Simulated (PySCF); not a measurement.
## Zn⁺ (zinc, charge +1) across methods

[Ar] 3d10 4s1, 2S determinant. All numbers are calculated (PySCF 2.14, scalar relativity through the core potential, in aug-cc-pwCVDZ-PP with ECP10MDF).

```
 method  E (hartree)  mean ε 3d α (eV)  mean ε 3d β (eV)  mean ε 4s α (eV)  Σ⟨r²⟩ (bohr²)   ⟨S²⟩
  B97-3    -226.7695           -22.897           -22.750           -15.072          21.78  0.750
 r2SCAN    -226.6457           -20.110           -19.908           -14.930          21.79  0.752
    LDA    -226.3636           -20.291           -20.095           -14.812          21.90  0.751
    M06    -226.8195           -23.060           -22.980           -15.508          21.66  0.750
    UHF   -225.66623           -30.214           -30.180           -16.989          21.95  0.751
    PBE    -226.7616           -19.990           -19.784           -14.503          21.96  0.751
   PBE0    -226.7107           -22.740           -22.580           -15.258          21.84  0.751
wB97M-V    -226.5864           -25.258           -25.112           -17.358          21.97  0.750
```

(1) Estimate the same row for PW91.

Energies and moments cover only the electrons outside the core potential.

Answers

(1) E (hartree) = -226.8552; mean ε 3d α (eV) = -20.092; mean ε 3d β (eV) = -19.885; mean ε 4s α (eV) = -14.613; Σ⟨r²⟩ (bohr²) = 21.94; ⟨S²⟩ = 0.751.
